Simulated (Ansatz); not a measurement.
Relaxation of GaH$_{4}$NO$_{2}$ (8 atoms, charge 0, multiplicity 1), to a largest force component of 0.02 eV/Å in at most 40 steps.

The calculation used RKS PBE/def2-SVP in Ansatz 0.2.0.

```xyz
8
Properties=species:S:1:pos:R:3
Ga 0.000 0.000 0.000
N 0.000 0.000 1.930
H -0.877 -0.271 2.460
H 0.877 0.271 2.460
O 1.550 0.000 -0.895
H 1.850 -0.952 -1.050
O -1.550 0.000 -0.895
H -2.060 -0.847 -0.686
```

Task: Where does it end, and by what steps?

Result: The forces met the threshold. After 8 steps the energy has fallen by 0.595 eV; H6 moved furthest, 0.77 Å.

```csv
step,energy less start (eV),largest force component (eV/Å),accepted
0,0.0000,2.373,yes
1,-0.2677,1.494,yes
2,-0.3576,1.224,yes
3,-0.4396,0.556,yes
4,-0.5311,0.367,yes
5,-0.5787,0.217,yes
6,-0.5939,0.074,yes
7,-0.5952,0.025,yes
8,-0.5955,0.010,yes
```

```xyz
8
Properties=species:S:1:pos:R:3
Ga 0.080 -0.260 0.148
N -0.062 -0.194 1.974
H -0.912 0.201 2.385
H 0.759 0.158 2.476
O 1.720 -0.258 -0.590
H 1.660 -0.397 -1.553
O -1.303 -0.482 -0.993
H -2.153 -0.567 -0.525
```

Whether the end is a true minimum wasn't checked by a vibrational analysis.

The run took 32 s on 1 thread of Arm Neoverse V1, on a shared host, peak memory 0.13 GiB.
